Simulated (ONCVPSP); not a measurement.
**Pb (Z = 82), ONCV: configuration errors across variants**

| Quantity | Value |
| --- | --- |
| Element | lead |
| Generator | ONCVPSP 4.0.1 |
| Type | optimised norm-conserving Vanderbilt (ONCV) |
| Functional | PBEsol |
| Relativity | scalar-relativistic |
| Frozen core | [Xe] 4f14 |
| Valence charge | 14 |
| Reference configuration | 5d10 6s2 6p2 |
| Partial waves | 6s: rc 1.85 bohr, ncon 4, nbas 7, qcut 3 1/bohr, 1 projector; 6p: rc 2.25 bohr, ncon 4, nbas 9, qcut 3.3 1/bohr, 3 projectors, debl 1.3 Ha; 5d: rc 1.50 bohr, ncon 4, nbas 9, qcut 10.8 1/bohr, 1 projector |
| Local potential | polynomial inside 1.10 bohr (lpopt 5, dvloc0 0 Ha) |
| Core correction | Teter function, fcfact 4, rcfact 1.5 |

All-electron excitation energies from the reference (eV): (1) 5d10 6s2 6p1 6.598; (2) 5d10 6s2 6p0 20.046; (3) 5d10 6s0 6p4 17.906.

5 further variants failed, have other tests or too few solved ones, and are left out.

A true bound ghost makes a file unfit for plane-wave use even where its test errors are small: the radial tests pick states by their node count and pass the ghost by.

Errors AE − PS in meV (a dash: test not solved or not reliable):

| change | (1) | (2) | (3) | bound ghosts | GHOST(+) flags above zero |
| --- | --- | --- | --- | --- | --- |
| base | -3.6 | -13 | -25 | s, p | s, p |
| s: qcut 2; p: qcut 2.2; d: qcut 7.3 | -3.6 | -12 | -16 | s, p | s, p |
| s: qcut 2.2; p: qcut 2.5; d: qcut 8 | -3.5 | -12 | -17 | s, p | s, p |
| s: qcut 2.7; p: qcut 3; d: qcut 9.9 | -3.6 | -13 | -22 | s, p | s, p |
| s: qcut 3.1; p: qcut 3.4; d: qcut 11.1 | -3.6 | -13 | -26 | s, p | s, p |

Question: Give the same row for: s: qcut 2.4; p: qcut 2.7; d: qcut 8.7.

Answer: -3.5, -12, -19; bound ghosts: s, p; GHOST(+) flags above zero: s, p.
